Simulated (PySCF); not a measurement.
ClFH₂O₂Sn, SMILES [OH][Sn]([OH])([F])[Cl]. The structure is a stationary point at PBE0-D3(BJ)/def2-SVP. The structure was generated by enumeration; whether it is a known compound was not checked. The def2 effective core potentials stand for the cores of Sn; spin–orbit coupling is left out. One conformer was computed; it need not be the lowest.

Computed equilibrium geometry at PBE0-D3(BJ)/def2-SVP (PySCF confirms it by a frequency run) as a Z-matrix (one conformer of several):
```
Sn
F 1 1.9259
O 1 1.9509 2 110.95
H 3 0.9666 1 110.81 2 -88.82
O 1 1.9582 2 106.56 3 -118.50
H 5 0.9662 1 111.90 2 -40.74
Cl 1 2.3112 2 106.41 5 -122.56
```
